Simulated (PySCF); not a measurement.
## LaSF relaxed at several levels

Computed with PySCF 2.14.0, PBE0, def2-SVP on the ligands, density fitting, scalar-relativistic core potentials, no spin-orbit coupling, vacuum. Each row is relaxed at its own level from the same template. Distances are means of the shortest metal–ligand contacts, charges and spins Mulliken's. lcecp potentials hold a fixed number of 4f electrons in the core, out of states, spins and gaps.

```tsv
level	basis on the metal	point group	M–S (Å)	M–F (Å)	charge on M (e)	dipole (D)	HOMO–LUMO gap (eV)	strongest infrared band, degenerate modes summed (cm⁻¹)	unstable modes (below −25 cm⁻¹)
PBE0	def2-SVP with ECP46	Cs	2.438	2.131	0.80	8.56	3.51	552	0
```

Question: What does the calculation give for PBE0, lcecp-1-SVP with ECP46?

Answer: point group: Cs, M–S (Å): 2.429, M–F (Å): 2.113, charge on M (e): 0.86, dipole (D): 8.58, strongest infrared band, degenerate modes summed (cm⁻¹): 541, unstable modes (below −25 cm⁻¹): 0.
```xyz
3

La   -0.2018    0.0000   -0.4956
S     1.8163    0.0000    0.8552
F    -1.9002    0.0000    0.7614
```

One start shape was tried for each, so a minimum needn't be the lowest isomer.
